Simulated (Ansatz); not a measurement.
Frontier orbitals of ClF₂Ga (`[F][Ga]([F])[Cl]`).

```xyz
4

F    -1.457    0.484   -0.874
Ga   -0.050    0.040    0.028
F     0.058    0.643    1.645
Cl    1.450   -1.167   -0.799
```

Charge 0, multiplicity 1. Correlated methods include outer-core shells of Ga, which these sets cover unevenly. Scalar relativity is left out up to krypton. The geometry is a stationary point of PBE0-D4/def2-TZVP. Basis def2-TZVPP, Ansatz.

| functional | HOMO (eV) | LUMO (eV) | gap (eV) |
| --- | --- | --- | --- |
| PBE | -8.58 | -3.13 | 5.45 |
| BLYP | -8.42 | -3.14 | 5.28 |
| PBE0 | -10.09 | -2.14 | 7.95 |
| CAM-B3LYP | -11.51 | -1.21 | 10.30 |
| ωB97X-V | -12.55 | 0.04 | 12.59 |
| ωB97M-V | -12.39 | -0.16 | 12.23 |

Question: What is the vertical ionisation energy at frozen-core CCSD(T)/def2-TZVPP? (Estimate.)

Answer: Computed: 12.76 eV (T1 of the cation 0.018).

A quarter of exact exchange (PBE0) shifts PBE's HOMO by −1.51 eV and its LUMO by +0.99 eV; full exchange at long range (ωB97M-V) shifts them by −3.81 and +2.97 eV. The gap opens from 5.45 to 12.23 eV, since occupied levels lose self-interaction and empty ones feel all the electrons. −ε(HOMO) differs from that ionisation energy by −4.18 eV with PBE and −0.37 eV with ωB97M-V.
